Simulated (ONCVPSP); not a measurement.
# What one change does to a pseudopotential (W (Z = 74), ONCV)

- Element: tungsten (W)
- Generator: ONCVPSP 4.0.1
- Type: optimised norm-conserving Vanderbilt (ONCV)
- Functional: PBE
- Relativity: scalar-relativistic
- Frozen core: [Kr] 4d10 4f14
- Valence charge: 14
- Reference configuration: 5s2 5p6 5d4 6s2
- Partial waves: 5s+6s: rc 2.00 bohr, ncon 4, nbas 7, qcut 6.2 1/bohr, 2 projectors; 5p: rc 1.90 bohr, ncon 4, nbas 7, qcut 8.5 1/bohr, 3 projectors, debl 0.4 Ha; 5d: rc 2.70 bohr, ncon 4, nbas 7, qcut 4.8 1/bohr, 2 projectors, debl 3.6 Ha
- Local potential: polynomial inside 1.50 bohr (lpopt 5, dvloc0 -1 Ha)
- Core correction: Teter function, fcfact 5.75, rcfact 1.7

In the p channel the program set the typed energies aside and used -1.588, 0.250, 0.650 Ha.

Change: s: qcut 8.2; p: qcut 11.3; d: qcut 6.4.

Cutoffs: the cutoffs (Ha) at which the residual kinetic energy of the hardest occupied pseudo-wave falls to 1 and 0.1 mHa per electron; they do not see the model core or the augmentation charge, which bear on the density cutoff. Errors are all-electron minus pseudo energies relative to the spin-unpolarised reference configuration.

**Question.** Predict the effect on cutoff, ghosts and configuration errors.

**Answer.** The potential gets harder (16 Ha and 23 Ha → 27 Ha and 33 Ha); a bound ghost appears in p, which as a rule spoils a file; of the 4 tests that both files solve, the error grows in 0 and shrinks in 2 by more than 15 % and 0.3 meV (median size 47.1 → 38.0 meV); the range in which the d phases agree widens (upper end 0.9 → at the end of the scan).

| quantity | base | changed |
| --- | --- | --- |
| cutoff, loose | 16 Ha | 27 Ha |
| cutoff, tight | 23 Ha | 33 Ha |
| loose cutoff by channel | s 13 Ha, p 16 Ha, d 9.7 Ha | s 19 Ha, p 27 Ha, d 12 Ha |
| bound ghosts | none | p |
| GHOST(+) flags under 300 eV | s at 149.5 eV | s at 200.7 eV |
| error for 5s2 5p6 5d4 6s1, meV [ΔE 8.88 eV] | -10 | -9.1 |
| error for 5s2 5p6 5d4 6s0, meV [ΔE 24.56 eV] | -60 | -48 |
| error for 5s2 5p6 5d3 6s0, meV [ΔE 49.95 eV] | -132 | -117 |
| error for 5s2 5p6 5d4 6s0 6p1, meV [ΔE 14.34 eV] | -34 | -28 |
| s: phases at 2.02 bohr within 0.05 rad from the reference energy up to (Ha; the scan ends near 5) | 4.2 | to the end of the scan |
| p: phases at 1.93 bohr within 0.05 rad from the reference energy up to (Ha; the scan ends near 5) | to the end of the scan | to the end of the scan |
| d: phases at 2.75 bohr within 0.05 rad from the reference energy up to (Ha; the scan ends near 5) | 0.9 | to the end of the scan |
| rms error of d²Exc/dni dnj with the model core, mHa | 4.33 | 4.35 |

 A true bound ghost makes a file unfit for plane-wave use even where its test errors are small: the radial tests pick states by their node count and pass the ghost by.
